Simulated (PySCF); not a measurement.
**Polarisability and C₆ of Fe (iron, neutral)**

[Ar] 3d6 4s2, high-spin 5D determinant. All numbers are calculated (PySCF 2.14, no relativity, point nucleus, in aug-cc-pVTZ). Coupled (time-dependent) response in atomic units; α is the mean over directions.

```json
{"method": "LC-wPBE", "mean α (bohr³)": "70.99", "α xx, yy, zz": "69.98, 69.98, 73.01", "C₆ (like pair)": "659.2", "S(−4)": "3091"}
```

S(−4) is the Cauchy moment in α(ω) = α(0) + S(−4) ω² + …

Reference α: 62 ± 4 bohr³ (recommended; Schwerdtfeger and Nagle, table of static dipole polarizabilities (2023 update)). Published C₆: 482.0 (Chu and Dalgarno (2004); Tang, Norbeck and Certain (1976)).

α(iu) at LC-wPBE:

```
u (hartree)  α(iu) (bohr³)
          0          70.99
     0.0500          64.35
      0.100          51.39
      0.200          30.15
      0.300          18.89
      0.500          9.630
      0.750          5.606
       1.00          3.852
       1.50          2.277
       2.00          1.555
       3.00         0.8871
       5.00         0.4128
```

A single London oscillator, α(iu) = α/(1 + u²/ω²), gives C₆ = (3/4) ω α². Matching the computed C₆ needs ω = 4 × 659.2 / (3 × 70.99²) = 0.174 hartree.

The components differ because the open shell of this determinant is not spherical; for a pure term their mean is the scalar polarisability.
